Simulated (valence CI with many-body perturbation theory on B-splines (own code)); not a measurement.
**Tc3+: calculated level list**

Level of theory: configuration interaction combined with many-body perturbation theory (CI+MBPT): four valence electrons over a frozen Dirac-Fock core [Kr], radial functions for each j: 7 s, 7 p, 8 d, 6 f, 4 g, 1 h, with the one-electron correlation potential Σ1, the two-electron term Σ2, the three-electron term Σ3, Breit, model QED; selected CI, second order for the rest, scaled by the run's own slope (own B-spline code, finite nucleus).

No measured spectrum was set against this ion. As an estimate, terms of the open shell hold to 2 to 4 % of their energy, and close levels can change places; different configurations can be misplaced against each other by 1,000 to 8,000 cm⁻¹. Among the levels kept, up to 420 cm⁻¹ of a level comes from second order outside the variational space, and about a tenth of that is noise between levels of different J, which matters for small intervals.

Levels 181 to 223 of 223, with energies above the lowest level, 4d4 5D_0. "Leading %" is the weight of the configuration and term that name the level; weights of strongly mixed levels are sums over their largest components and can fall short. In the jj column 3d3/2^4 stands for four electrons in 3d with j = 3/2. Lifetimes count E1, E2, E3, M1 and M2 decay at the calculated energies, and are blank where another channel may lead or the interval is too uncertain; long ones can be off by a factor of two.

```tsv
No.	Configuration	Term	J	E (cm⁻¹)	Leading %	Leading jj	Second component	Lifetime
181	4d3 5p	3P°	2	175719	87	4d3/2^2 4d5/2 5p3/2 (26 %)	7 % 4d3 5p 3D°	480 ps
182	4d3 5p	3P°	1	176763	92	4d3/2 4d5/2^2 5p3/2 (63 %)		482 ps
183	4d3 5p	1F°	3	176773	84	4d3/2 4d5/2^2 5p3/2 (60 %)	11 % 4d3 5p 3F°	382 ps
184	4d2 5s2	1D	2	176939	64	4d3/2 4d5/2 5s^2 (69 %)	28 % 4d2 5s2 3P	63.7 ns
185	4d3 5p	3P°	0	177270	97	4d3/2 4d5/2^2 5p3/2 (87 %)		486 ps
186	4d2 5s2	3P	0	177495	92	4d3/2^2 5s^2 (64 %)		38.2 ns
187	4d2 5s2	3P	1	178327	93	4d3/2 4d5/2 5s^2 (93 %)		38.6 ns
188	4d2 5s2	3P	2	180558	65	4d5/2^2 5s^2 (85 %)	28 % 4d2 5s2 1D	46.1 ns
189	4d3 5p	1P°	1	182022	94	4d3/2^2 4d5/2 5p3/2 (34 %)		322 ps
190	4d2 5s2	1G	4	182768	93	4d3/2 4d5/2 5s^2 (68 %)		55.7 ns
191	4d3 5d	5H	3	196119	93	4d3/2^3 5d3/2 (36 %)		419 ps
192	4d3 5d	3D	1	196550	56	4d3/2^3 5d3/2 (37 %)	20 % 4d3 5d 5F	464 ps
193	4d3 5d	5H	4	196913	92	4d3/2^2 4d5/2 5d3/2 (46 %)		427 ps
194	4d3 5d	5P	1	197064	75	4d3/2^2 4d5/2 5d5/2 (36 %)	12 % 4d3 5d 5F	464 ps
195	4d3 5d	3D	2	197193	36	4d3/2^2 4d5/2 5d3/2 (46 %)	24 % 4d3 5d 5G	458 ps
196	4d3 5d	5G	2	197699	38	4d3/2^2 4d5/2 5d3/2 (30 %)	36 % 4d3 5d 5P	462 ps
197	4d3 5d	5H	5	197895	92	4d3/2^2 4d5/2 5d5/2 (50 %)	4 % 4d3 5d 5G	434 ps
198	4d3 5d	5G	3	198006	55	4d3/2^2 4d5/2 5d3/2 (32 %)	35 % 4d3 5d 5F	456 ps
199	4d3 5d	5F	2	198187	35	4d3/2^2 4d5/2 5d3/2 (38 %)	32 % 4d3 5d 5G	449 ps
200	4d3 5d	5F	1	198229	63	4d3/2^2 4d5/2 5d5/2 (60 %)	28 % 4d3 5d 3D	471 ps
201	4d3 5d	3D	2	198722	34	4d3/2 4d5/2^2 5d5/2 (48 %)	29 % 4d3 5d 5F	478 ps
202	4d3 5d	5G	4	198804	53	4d3/2^2 4d5/2 5d5/2 (47 %)	36 % 4d3 5d 5F	461 ps
203	4d3 5d	3D	3	198864	52	4d3/2 4d5/2^2 5d3/2 (42 %)	38 % 4d3 5d 5P	466 ps
204	4d3 5d	5H	6	199029	94	4d3/2 4d5/2^2 5d5/2 (60 %)		440 ps
205	4d3 5d	5F	3	199128	55	4d3/2 4d5/2^2 5d3/2 (42 %)	37 % 4d3 5d 5G	442 ps
206	4d3 5d	5G	5	199862	55	4d3/2 4d5/2^2 5d5/2 (43 %)	31 % 4d3 5d 5F	462 ps
207	4d3 5d	5F	4	200061	55	4d3/2 4d5/2^2 5d3/2 (46 %)	37 % 4d3 5d 5G	444 ps
208	4d3 5d	5P	3	200075	56	4d3/2 4d5/2^2 5d5/2 (42 %)	32 % 4d3 5d 3D	477 ps
209	4d3 5d	5H	7	200273	96	4d3/2 4d5/2^2 5d5/2 (49 %)		444 ps
210	4d3 5d	3H	4	200565	90	4d3/2^2 4d5/2 5d5/2 (40 %)		487 ps
211	4d3 5d	3P	0	200615	93	4d3/2^2 4d5/2 5d3/2 (44 %)		465 ps
212	4d3 5d	5F	5	201006	59	4d3/2 4d5/2^2 5d3/2 (33 %)	32 % 4d3 5d 5G	445 ps
213	4d3 5d	5G	6	201276	86	4d3/2 4d5/2^2 5d5/2 (33 %)	8 % 4d3 5d 3H	462 ps
214	4d3 5d	3G	3	201411	87	4d3/2^2 4d5/2 5d5/2 (43 %)		496 ps
215	4d3 5d	3P	1	201521	84	4d3/2^2 4d5/2 5d3/2 (28 %)	5 % 4d3 5d 5D	470 ps
216	4d3 5d	3H	5	202021	89	4d3/2 4d5/2^2 5d5/2 (37 %)	5 % 4d3 5d 5G	484 ps
217	4d3 5d	3F	2	202604	84	4d3/2 4d5/2^2 5d5/2 (43 %)	5 % 4d3 5d 3P	488 ps
218	4d3 5d	3G	4	202733	81	4d3/2 4d5/2^2 5d5/2 (45 %)	7 % 4d3 5d 3F	492 ps
219	4d3 5d	3P	2	203208	70	4d3/2 4d5/2^2 5d5/2 (27 %)	14 % 4d3 5d 5D	476 ps
220	4d3 5d	5D	0	203255	93	4d3/2^2 4d5/2 5d5/2 (54 %)		468 ps
221	4d3 5d	3F	3	203567	82	4d3/2 4d5/2^2 5d5/2 (32 %)	5 % 4d3 5d 3D	489 ps
222	4d3 5d	5D	1	203573	89	4d3/2 4d5/2^2 5d5/2 (31 %)	5 % 4d3 5d 3P	468 ps
223	4d3 5d	3H	6	203621	88	4d3/2 4d5/2^2 5d5/2 (30 %)	7 % 4d3 5d 5G	483 ps
```

Names give the largest LS component (configuration and term), which can be under half, so a name can repeat, a term be missing and a line seem to break the LS rules; names also repeat where a configuration has a term twice.

Where two levels of one J and parity lie close, their mixing, g and order are uncertain.
